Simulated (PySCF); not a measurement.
# Telling isomers of C₇H₄O₂ apart by NMR

PySCF 2.14 calculation with structure optimised with GFN2-xTB and PBE0/pcSseg-1 with gauge-including orbitals; a single conformation, in vacuum, one averaged value for each set of equivalent atoms, no relativistic terms.

Referencing at the same level of theory: 1H (σref 31.72), 13C (σref 186.93) against TMS. Where no couplings were computed, multiplicities follow the n + 1 count of equivalent neighbours, and m marks all less simple cases (inequivalent or close neighbours, rings, F or P nearby). Shifts are as computed. Against solution values, carbons near 30 ppm lie about +3 ppm off and those near 130 ppm about +5 ppm. Of 1211 compounds with measured shifts, 218 miss one by over three times the rms of a fit or turn the order of signals round; such compounds aren't used in these exercises.

(1) Tabulate the signals of `C#CC1C(=O)C=CC1=O`, `C#Cc1c(C)c(=O)c1=O` and their relative energies.

(2) What is the quickest way to tell C#CC1C(=O)C=CC1=O from C#Cc1c(C)c(=O)c1=O?

Answers

(1) 
```json
{"SMILES": "C#CC1C(=O)C=CC1=O", "carbon types": "3×C 4×CH", "δC": "202.0, 157.1, 81.1, 79.5, 44.7", "δH": "7.36 (s, 2H), 3.40 (m, 1H), 1.64 (d, 1H)", "E rel. (kcal/mol)": "0.0"}
{"SMILES": "C#Cc1c(C)c(=O)c1=O", "carbon types": "5×C 1×CH 1×CH3", "δC": "212.5, 208.1, 198.0, 193.8, 132.2, 74.7, 14.6", "δH": "5.54 (s, 1H), 2.59 (s, 3H)", "E rel. (kcal/mol)": "8.8"}
```

Energies are electronic energies at PBE0/pcSseg-1 on these geometries, without zero-point or thermal terms, each for the one conformer computed, which needn't be the lowest.

(2) Count the carbon signals: 5 against 7. The first has an sp3 CH α to a carbonyl at 44.7 ppm, the second a methyl carbon on an unsaturated ring (CH3) at 14.6 ppm. Their most deshielded carbons lie at 202.0 and 212.5 ppm. In the proton spectra the most deshielded non-exchanging signals are 7.36 (s, 2H) and 5.54 (s, 1H).
